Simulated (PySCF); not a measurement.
Cd(OMe)(SeH) (CH4CdOSe), SMILES C[O][Cd][SeH]. Coordinates come from a B3LYP-D3(BJ)/def2-SVP optimisation. The def2 effective core potentials stand for the cores of Cd; spin–orbit coupling is left out. Other conformers were not sampled.

Give the equilibrium geometry at B3LYP-D3(BJ)/def2-SVP (PySCF confirms it by a frequency run) as Cartesian coordinates in Å. (An estimate is asked for; the answer gives what the named calculation found.)

One answer among several that fit: 
```xyz
8

Cd     0.2001    -0.0853    -0.3917
O      0.9670    -0.6649    -2.1306
C      0.7607    -1.9295    -2.6947
H     -0.3044    -2.1525    -2.9169
H      1.3013    -1.9823    -3.6597
H      1.1433    -2.7658    -2.0720
Se    -0.6517     0.7831     1.7517
H     -1.8894     1.2659     1.1039
```
